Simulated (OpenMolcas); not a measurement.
V2+ among 6 point charges of -2.2 e arranged as an octahedron (Oh), 1.83 Å from the ion. The active orbitals were held to one l.

```
Program             : OpenMolcas 26.06
Method              : CASSCF
Basis               : ANO-RCC-VDZP [5s4p2d1f]
Scalar Hamiltonian  : DKH2, point nucleus
Active space        : 3 electrons in 5 orbitals (3d)
State averaging     : 2S+1 = 4 even, 10 roots; 2S+1 = 2 even, 40 roots
Spin-orbit coupling : RASSI with atomic mean-field integrals over the reference wave functions
```

Problem. What is the spin-free ground state (labels of O, the rotations of Oh)?

Solution. 4A2, 1-fold in its orbital part, 100 % from free-ion F terms; it has the highest spin that d3 allows.

Problem. Where is the first state of the same spin?

Solution. 4T2 at 12500 cm-1 above the ground state.

Problem. What are the lowest two levels with spin-orbit coupling?

Solution. A 4-fold level Γ8, then a 2-fold level Γ7 12421 cm-1 above it. Their leading multiplicities are 4 (100 %) and 4 (100 %).

Problem. What is χT at 300 K, and how does it compare with the textbook value?

Solution. The lowest level has 2S+1 = 4, for which the spin-only value is χT = S(S+1) / 2 = 1.875 cm3 K/mol (g = 2). The computed 1.863 at 300 K differs by -0.012, through a little spin-orbit mixing out of the ground term, against the free-electron g of 2.0023, which raises it.

Without dynamic correlation the repulsion within the d shell is too large (B by tens of per cent), so at a given field states of lower spin stand too high. Point charges carry no covalency, so the field is a model and not that of real ligands. No measured value stands beside these numbers.
